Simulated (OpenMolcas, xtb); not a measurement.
A ladder of methods for CH5GaO2 (SMILES [CH3][Ga]([OH])[OH])

CH5GaO2: 9 atoms, total charge 0, spin state singlet. SMILES: `[CH3][Ga]([OH])[OH]`. The coordinates come from a PBE0-D4/def2-TZVP relaxation. This is one conformer, not always the lowest.

```csv
atom,x (Å),y (Å),z (Å)
C,0.1395,0.7406,-1.3856
Ga,-0.0223,-0.1804,0.3149
O,0.2379,-1.9475,0.4432
O,-0.4357,0.7068,1.8148
H,0.2598,0.0245,-2.1979
H,1.0053,1.4049,-1.3681
H,-0.7466,1.3499,-1.5688
H,0.1412,-2.3145,1.3236
H,-0.4907,0.1696,2.6070
```

Quantity: the energy change with the C1–H5 bond stretched from 1.090 to 1.253 Å, in eV. The values are calculated.

| level | kind | program | value (eV) | less CCSD(T)/cc-pVDZ |
| --- | --- | --- | --- | --- |
| GFN2-xTB | semi-empirical | xtb | 0.29 | +0.01 |
| HF/cc-pVDZ (unrestricted) | Hartree–Fock | OpenMolcas | 0.36 | +0.08 |
| SVWN5/cc-pVDZ (restricted) | LDA | OpenMolcas | 0.26 | -0.02 |
| BLYP/cc-pVDZ (restricted) | GGA | OpenMolcas | 0.26 | -0.02 |
| M06-L/cc-pVDZ (restricted) | meta-GGA | OpenMolcas | 0.32 | +0.04 |
| M06-2X/cc-pVDZ (restricted) | hybrid meta-GGA | OpenMolcas | 0.31 | +0.03 |
| PBE0/cc-pVDZ (restricted) | global hybrid | OpenMolcas | 0.31 | +0.03 |
| B2PLYP/cc-pVDZ (restricted) | double hybrid | OpenMolcas | 0.30 | +0.02 |
| MP2/cc-pVDZ (restricted) | perturbation theory | OpenMolcas | 0.30 | +0.02 |
| CCSD(T)/cc-pVDZ (restricted) | coupled cluster or CI | OpenMolcas | 0.28 | 0.00 |

CCSD(T)/cc-pVDZ (restricted) is the highest level here, not the true value. All-electron rows without a relativistic Hamiltonian named are non-relativistic. The first shape isn't each level's own minimum. The values span 0.26 to 0.36 eV. In the correlated wave-function rows the outer d shell of Ga is correlated, in sets not made for it.
